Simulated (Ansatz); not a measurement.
Compare A (`C1=C[SiH2]N1`) with its isomer B (`C#C[SiH2]N`).

Gas-phase electronic energies from Ansatz, PBE0-D4/def2-TZVP geometries. CBS: MP2 limit from def2 TZ/QZ plus the TZ coupled-cluster correction, frozen cores. Functionals use def2-TZVPP. B3LYP here is the variant with VWN-RPA as its local correlation; programs differ in this. One conformer a species, not always the lowest.

A:

```xyz
9

C    -0.579    0.073   -0.929
C    -0.509    1.076   -0.026
Si    0.644   -0.014    0.898
N     0.351   -0.932   -0.593
H    -1.194   -0.015   -1.825
H    -0.995    2.035   -0.055
H     2.064    0.362    1.129
H     0.132   -0.689    2.120
H     0.085   -1.896   -0.717
```

B:

```xyz
9

C    -0.346    1.294    2.017
C    -0.425    0.641    1.005
Si   -0.524   -0.354   -0.536
N     0.983   -0.777   -1.231
H    -0.279    1.871    2.911
H    -1.276    0.456   -1.523
H    -1.244   -1.604   -0.197
H     1.567   -1.460   -0.774
H     1.544   -0.066   -1.672
```

(1) Which isomer does CCSD(T)/CBS put lower? Give the gap. (Best estimate.)

(2) Give E(B) − E(A) in kcal/mol with r2SCAN-D4, B2PLYP, MP2/def2-TZVPP, B3LYP-D4, CCSD/def2-TZVPP, CCSD(T)/def2-SVP, LDA (SPW92). (An estimate is asked.)

(3) Does the order hold for the free energy at 298.15 K (harmonic terms from PBE0-D4)? (Estimate.)

Largest T1 diagnostic: 0.013.

Answers

(1) The calculation gave: B, by 4.9 kcal/mol.

(2) The calculation gave: r2SCAN-D4 -0.1, B2PLYP -5.7, MP2/def2-TZVPP -5.5, B3LYP-D4 -4.1, CCSD/def2-TZVPP -5.6, CCSD(T)/def2-SVP -1.9, LDA (SPW92) 9.1. The order is the other way round with LDA (SPW92).

(3) Ansatz gave: Yes: G(B) − G(A) = -7.7 kcal/mol, for one conformer each.

From r2SCAN to r2SCAN0 (25 % exact exchange), in def2-TZVPP and without D4, E(B) − E(A) moves by +0.8 kcal/mol. In def2-TZVPP, CCSD(T) changes the Hartree–Fock value by +4.6 kcal/mol (the triples alone add +0.7 kcal/mol) and MP2 by +4.0 kcal/mol.
